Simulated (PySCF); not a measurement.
Computed structure and properties of [Pr(NH3)]3+

System: [Pr(NH3)]3+ (singlet in the valence; each metal's 4f electrons, 2 of them, lie in its core potential, out of spins and levels); start: template (C3v). Method: PySCF 2.14.0, RKS PBE0, Pr lcecp-1-SVP with ECP48, N def2-SVP, H def2-SVP; non-relativistic Hamiltonian with scalar-relativistic core potentials where named; density fitting; no spin-orbit coupling.

Input of the relaxation:

```python
mol = gto.M(atom='''
Pr     0.00000     0.00000    -0.28738
N     -0.00000    -0.00000     2.30762
H      0.93916     0.00004     2.70562
H     -0.46961     0.81332     2.70562
H     -0.46955    -0.81335     2.70562''',
    basis={'Pr': 'lcecp-1-SVP', 'N': 'def2-SVP', 'H': 'def2-SVP'},
    ecp={'Pr': 'lcecp-1-SVP'},
    charge=3, spin=0)
mf = dft.RKS(mol, xc='PBE0')
mf.grids.atom_grid = (50, 194)  # f atoms: unpruned, at least (60, 302)
mf = mf.density_fit()  # fitting sets: Pr AutoAux, N def2-universal-JKFIT, H def2-universal-JKFIT
mf.conv_tol = 1e-08; mf.max_cycle = 55
mf.kernel(dm0)  # dm0: converged density of the start geometry
# quasi-Newton relaxation in Cartesian coordinates to a largest gradient under 0.00045 Eh/bohr, steps kept in the point group
```

Run from Python with OMP_NUM_THREADS=2; the lines above give its settings. Where DIIS fails, smearing, a level shift and second-order steps follow.
It took 8.9 s on 2 threads of Arm Neoverse V1, on a shared host, from the converged density of the start.

Course of the relaxation:

```tsv
step	energy above end (eV)	largest force component within the symmetry (eV/Å)
0	0.1258	2.339
1	0.0513	1.008
2	0.0139	0.407
3	0.0047	0.296
4	0.0002	0.096
5	0.0000	0.012
6	0.0000	0.003
```

Relaxed geometry (C3v):

```xyz
5

Pr    0.0000    0.0000   -0.1902
N     0.0000    0.0000    2.2391
H     0.9403    0.0000    2.6960
H    -0.4702    0.8143    2.6960
H    -0.4701   -0.8144    2.6960
```

```csv
contact,Å
Pr1–N2 (NH3),2.429
```

On the finer grid (75, 302):

* HOMO: -27.05 eV
* LUMO: -19.85 eV
* Dipole about the centre of mass: 3.24 D
* Set of Mulliken populations of Pr1 outside the core potential: s 2.06, p 6.04, d 0.37, f 0.02
* D3(BJ) dispersion energy (not in the energies): -0.104 eV

```tsv
atom	Mulliken (e)	Löwdin (e)	spin (e)
Pr1	2.51	2.43	0.00
N2	-0.38	-0.01	0.00
H3	0.29	0.19	0.00
H4	0.29	0.19	0.00
H5	0.29	0.19	0.00
```

The 4f levels lie in the core potential and are missing. Their spin isn't counted.

A rough frequency check found all modes real, so this is a minimum.

Taking off one NH3 (charge 0, singlet; the rest: singlet) in vacuum, both parts rigid, costs 5.21 eV; the small basis without counterpoise inflates it. Parting with an electron moved from the ligand to the metal can be far cheaper, even downhill.

Rigid scan of NH3 along the line from its metal:

| distance to N2 (Å) | energy (eV) |
| --- | --- |
| 2.13 | 0.563 |
| 2.23 | 0.218 |
| 2.33 | 0.048 |
| 2.43 | 0.000 |
| 2.53 | 0.037 |
| 2.63 | 0.133 |
| 2.83 | 0.424 |

One start shape was tried, so this needn't be the lowest isomer.

An lcecp potential fixes the number of 4f electrons, so in runs with it no electron can move into or out of that shell.
